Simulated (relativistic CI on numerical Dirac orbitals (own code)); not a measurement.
# Energy levels of Pb66+

Computed by Dirac-Coulomb-Breit CI, KLI orbitals optimised for each configuration, model QED, unscaled Slater integrals (own radial code, finite nucleus).

Configuration list (outside the closed core [Ne]): 3s2.3p4, 3s2.3p3.3d, 3s.3p5, 3p6, 3s.3p4.3d, 3s.3p3.3d2, 3p5.3d, 3s2.3p2.3d.4p, 3s2.3p3.4s, 3s.3p3.3d.4s, 3p5.4s, 3s2.3p3.4p, 3p5.4p, 3s2.3p3.4d, 3s2.3p3.4f, 3s.3p4.4s, 3p4.3d.4p, 3s.3p4.4p, 3s.3p4.4d, 3s.3p4.4f, 3s2.3p3.5s, 3s2.3p3.5p, 3s2.3p2.4s.4p, 3s2.3p3.5d, 3s2.3p3.5f, 3s2.3p3.5g, 3s.3p3.4s2, 3s.3p4.5s, 3s2.3p2.3d2, 3s2.3p.3d3, 3s.3p2.3d3, 3s2.3p.3d2.4s, 3s2.3p.3d2.4p, 3s2.3p.3d2.4d, 3p4.3d2, 3p3.3d3, 3p3.3d2.4s, 3p3.3d2.4p, 3p3.3d2.4d, 3s2.3p2.3d.4s, 3s.3p2.3d2.4s, 3s2.3p.3d.4s2, 3s2.3p.3d.4s.4p, 3s2.3p.3d.4s.4d, 3p4.3d.4s, 3p3.3d.4s2, 3p3.3d.4s.4p, 3p3.3d.4s.4d, 3s2.3p2.4s2, 3s.3p2.3d.4s2, 3s2.3p.4s2.4p, 3s2.3p.4s2.4d, 3s2.3p2.4p2, 3s2.3p.3d.4p2, 3s.3p2.3d.4p2, 3s2.3p.4s.4p2, 3s2.3p.4p3, 3s2.3p.4p2.4d, 3s.3p3.4s.4p, 3s.3p2.3d.4s.4p, 3s.3p2.4s2.4p, 3s.3p2.4s.4p2, 3s.3p2.4s.4p.4d. Double excitations out of closed p, d and f shells are left out; levels of such configurations are missing from the list, as are those of other unlisted configurations, and high levels can miss mixing partners. These lack a partner that the ground configuration has and come out too high: 3s2.3p3.4f, 3s.3p4.4p, 3s.3p4.4d, 3s.3p4.4f, 3s2.3p3.5s.

The lowest level is 3s2.3p4 3P_2, with 68 % of that term; Hund's rules for 3s2.3p4 give 3P with J = 2, in agreement.

| No. | Configuration | Term | J | E (Ry) | % | Next component (%) | Lifetime (s) | jj configuration (%) |
| --- | --- | --- | --- | --- | --- | --- | --- | --- |
| 1 | 3s2.3p4 | 3P | 2 | 0.0000 | 68 | 32 1D |  | 3p3/2^2 (99) |
| 2 | 3s2.3p4 | 1S | 0 | 1.6862 | 65 | 35 3P | 5.37e-02 | 3p3/2^2 (99) |
| 3 | 3s2.3p3.3d | 3D° | 2 | 19.7149 | 32 | 29 3F° | 8.15e-11 | 3p3/2 3d3/2 (99) |
| 4 | 3s2.3p3.3d | 3D° | 1 | 20.4661 | 34 | 27 3P° | 3.60e-11 | 3p3/2 3d3/2 (99) |
| 5 | 3s2.3p3.3d | 3P° | 0 | 20.4809 | 63 | 25 5D° | 2.30e-01 | 3p3/2 3d3/2 (100) |
| 6 | 3s2.3p3.3d | 3F° | 3 | 20.4874 | 28 | 22 3G° | 3.05e-10 | 3p3/2 3d3/2 (99) |
| 7 | 3s2.3p3.3d | 3F° | 4 | 29.5400 | 51 | 25 5D° | 8.98e-08 | 3p3/2 3d5/2 (100) |
| 8 | 3s2.3p3.3d | 3D° | 2 | 30.2028 | 34 | 29 3P° | 3.65e-12 | 3p3/2 3d5/2 (99) |
| 9 | 3s2.3p3.3d | 3D° | 3 | 31.7483 | 45 | 20 1F° | 1.16e-12 | 3p3/2 3d5/2 (98) |
| 10 | 3s2.3p3.3d | 3D° | 1 | 32.7472 | 33 | 29 3P° | 1.81e-12 | 3p3/2 3d5/2 (99) |
| 11 | 3s2.3p2.3d2 | 3F | 2 | 40.3137 | 40 | 22 5G | 2.58e-11 | 3p1/2^2 3d3/2^2 (99) |
| 12 | 3s2.3p4 | 3P | 1 | 42.1856 | 99 |  | 4.48e-10 | 3p1/2 3p3/2^3 (99) |
| 13 | 3s2.3p2.3d2 | 3P | 0 | 42.4820 | 59 | 26 5D | 1.84e-11 | 3p1/2^2 3d3/2^2 (99) |
| 14 | 3s2.3p4 | 1D | 2 | 42.9708 | 67 | 32 3P | 4.27e-10 | 3p1/2 3p3/2^3 (99) |
| 15 | 3s2.3p2.3d2 | 3F | 3 | 50.5954 | 33 | 21 5G | 2.21e-12 | 3p1/2^2 3d3/2 3d5/2 (99) |
| 16 | 3s2.3p2.3d2 | 3P | 2 | 51.5299 | 23 | 19 3F | 1.96e-12 | 3p1/2^2 3d3/2 3d5/2 (99) |
| 17 | 3s2.3p2.3d2 | 1G | 4 | 51.9371 | 25 | 24 3F | 1.82e-12 | 3p1/2^2 3d3/2 3d5/2 (99) |
| 18 | 3s2.3p2.3d2 | 3P | 1 | 51.9796 | 37 | 32 5D | 1.83e-12 | 3p1/2^2 3d3/2 3d5/2 (99) |
| 19 | 3s.3p5 | 3P° | 2 | 58.1427 | 85 | 7 3s2.3p3.3d 3P° | 5.10e-13 | 3s 3p3/2^3 (85) |
| 20 | 3s.3p5 | 1P° | 1 | 59.7417 | 33 | 20 3P° | 5.41e-13 | 3s 3p3/2^3 (52) |
| 21 | 3s2.3p3.3d | 3F° | 2 | 61.0495 | 44 | 30 5D° | 8.65e-11 | 3p1/2 3p3/2^2 3d3/2 (98) |
| 22 | 3s2.3p3.3d | 5D° | 0 | 61.1843 | 54 | 23 1S° | 4.56e-11 | 3p1/2 3p3/2^2 3d3/2 (99) |
| 23 | 3s2.3p3.3d | 3D° | 1 | 61.3785 | 42 | 29 5D° | 9.76e-13 | 3p1/2 3p3/2^2 3d3/2 (82) |
| 24 | 3s2.3p2.3d2 | 3F | 4 | 61.6240 | 31 | 16 3G | 1.14e-12 | 3p1/2^2 3d5/2^2 (98) |
| 25 | 3s2.3p3.3d | 3G° | 3 | 61.7243 | 36 | 27 3F° | 8.85e-12 | 3p1/2 3p3/2^2 3d3/2 (98) |
| 26 | 3s2.3p3.3d | 3G° | 4 | 62.3595 | 50 | 38 1G° | 2.87e-09 | 3p1/2 3p3/2^2 3d3/2 (99) |
| 27 | 3s2.3p2.3d2 | 3P | 2 | 62.4363 | 21 | 19 3F | 9.78e-13 | 3p1/2^2 3d5/2^2 (98) |
| 28 | 3s2.3p3.3d | 3F° | 2 | 63.5386 | 67 | 21 1D° | 1.93e-12 | 3p1/2 3p3/2^2 3d3/2 (97) |
| 29 | 3s2.3p2.3d2 | 3P | 0 | 64.6823 | 62 | 22 1S | 8.68e-13 | 3p1/2^2 3d5/2^2 (97) |
| 30 | 3s2.3p3.3d | 3D° | 3 | 64.7272 | 37 | 25 1F° | 1.55e-13 | 3p1/2 3p3/2^2 3d3/2 (98) |
| 31 | 3s2.3p3.3d | 3D° | 2 | 65.4300 | 32 | 26 3P° | 1.03e-13 | 3p1/2 3p3/2^2 3d3/2 (89) |
| 32 | 3s2.3p3.3d | 3S° | 1 | 65.9889 | 33 | 28 3P° | 9.61e-14 | 3p1/2 3p3/2^2 3d3/2 (87) |
| 33 | 3s2.3p3.3d | 3D° | 1 | 67.0359 | 36 | 28 1P° | 7.72e-14 | 3p1/2 3p3/2^2 3d3/2 (82) |
| 34 | 3s2.3p3.3d | 3D° | 3 | 70.5382 | 53 | 27 5D° | 8.49e-11 | 3p1/2 3p3/2^2 3d5/2 (99) |
| 35 | 3s2.3p3.3d | 5D° | 4 | 70.5385 | 53 | 22 3G° | 6.11e-10 | 3p1/2 3p3/2^2 3d5/2 (99) |
| 36 | 3s2.3p3.3d | 3F° | 4 | 71.6012 | 72 | 26 1G° | 1.20e-09 | 3p1/2 3p3/2^2 3d5/2 (99) |
| 37 | 3s2.3p3.3d | 3G° | 5 | 71.8469 | 99 |  | 1.38e-09 | 3p1/2 3p3/2^2 3d5/2 (99) |
| 38 | 3s2.3p3.3d | 3D° | 1 | 71.9532 | 47 | 26 1P° | 4.90e-12 | 3p1/2 3p3/2^2 3d5/2 (98) |
| 39 | 3s2.3p3.3d | 1S° | 0 | 72.1486 | 54 | 44 3P° | 5.71e-12 | 3p1/2 3p3/2^2 3d5/2 (98) |
| 40 | 3s2.3p3.3d | 3D° | 2 | 73.4480 | 45 | 38 3P° | 2.81e-11 | 3p1/2 3p3/2^2 3d5/2 (99) |
| 41 | 3s2.3p3.3d | 1F° | 3 | 74.0187 | 36 | 35 3F° | 2.70e-10 | 3p1/2 3p3/2^2 3d5/2 (99) |
| 42 | 3s2.3p3.3d | 3D° | 2 | 74.3077 | 47 | 18 1D° | 1.12e-12 | 3p1/2 3p3/2^2 3d5/2 (98) |
| 43 | 3s2.3p3.3d | 3S° | 1 | 74.5641 | 39 | 31 1P° | 8.10e-13 | 3p1/2 3p3/2^2 3d5/2 (96) |
| 44 | 3s2.3p3.3d | 1F° | 3 | 75.0115 | 46 | 28 3D° | 9.14e-13 | 3p1/2 3p3/2^2 3d5/2 (97) |
| 45 | 3s2.3p3.3d | 3P° | 2 | 75.2504 | 45 | 40 1D° | 6.87e-13 | 3p1/2 3p3/2^2 3d5/2 (96) |

Energies count from the lowest computed level; ° marks odd parity; lifetimes are radiative, by E1, M1, E2, M2, E3 decay to levels of this space only. Filled j subshells are mostly left out of the jj labels.

The mean weight of the leading LS term, summed over parents, in these 45 levels is 47 %, and that of the leading jj configuration (from the same eigenvectors) 96 %, so jj coupling describes them better and the LS labels are nominal.

At this charge energies of transitions that change n are usually good to better than 1 %, and those within a shell (Δn = 0) to a few per cent.

LS names give the leading component of a level, which can be under half, so a name can repeat, a term be missing and a line seem to break the LS rules.
